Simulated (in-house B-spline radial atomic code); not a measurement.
S is squeezed into an impenetrable sphere of radius R (the orbitals vanish at R). Caution: exact exchange at fractional occupations of open shells leaves self-interaction of up to several eV. Level of theory: non-relativistic PBE0, spin-polarised, spherical fractional occupations, point nucleus; calculated with an all-electron radial atomic-structure program (B-spline basis).

Energies in eV above the free atom in [Ne] 3s2 3p4:

| R (bohr) | highest level (eV) | [Ne] 3s2 3p4 | [He] 2s2 2p5 3s2 3p4 3d1 | [Ne] 3s2 3p3 3d1 | -dE/dV in [Ne] 3s2 3p4 (GPa) |
| --- | --- | --- | --- | --- | --- |
| 7.3 | -5.48 | 0.04214 | 176.3 | 9.041 | 0.0963 |
| 6.16 | -5.23 | 0.2159 | 177.1 | 9.903 | 0.711 |
| 5.3 | -4.64 | 0.7659 | 178.2 | 11.22 | 3.51 |
| 4.05 | -1.63 | 5.272 | 183.6 | 17.53 | 44.3 |
| 3.38 | 3.25 | 15.83 | 194.6 | 29.57 | 201 |
| 3.14 | 6.33 | 23.82 | 202.8 | 38.19 | 358 |
| 2.47 | 23.4 | 78.95 | 259.6 | 94.74 | 2080 |
| 2.2 | 37.4 | 132.4 | 315.3 | 147.8 | 4620 |
| 1.95 | 58.2 | 219.3 | 406.4 | 232.6 | 10300 |
| 1.48 | 145 | 629 | 839.1 | 623.6 | 60400 |

(1) Does [He] 2s2 2p5 3s2 3p4 3d1 fall below [Ne] 3s2 3p4 under compression?

(2) Does [Ne] 3s2 3p3 3d1 fall below [Ne] 3s2 3p4 under compression?

The highest level is first positive in the row R = 3.38 bohr, pushed up by confinement above the zero of the free ion's potential. Each configuration is held fixed and needn't be the lowest in the sphere.

## Answers

(1) No, it stays above over the whole range.

(2) Yes, between R = 1.95 and 1.48 bohr the order changes (near 1.62 bohr by linear interpolation).
